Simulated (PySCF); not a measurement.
A structure optimised at PBE-D3(BJ)/def2-SVP, used in a PySCF frequency run:

```
Sn
O 1 2.0178
H 2 0.9770 1 108.67
H 1 1.7293 2 102.64 3 -172.04
N 1 2.0615 4 109.28 2 124.30
H 5 1.0292 1 111.08 4 -53.54
H 5 1.0296 6 106.40 1 120.72
N 1 2.0640 4 122.30 2 -117.45
H 8 1.0293 1 111.36 4 44.93
H 8 1.0300 9 106.39 1 119.53
```

### Question
Write its SMILES and formula.

### Answer
[NH2][SnH]([NH2])[OH], H6N2OSn

### Question
What are its rotational constants (standard atomic weights)?

### Answer
4.5095, 3.9735, 2.6869 GHz
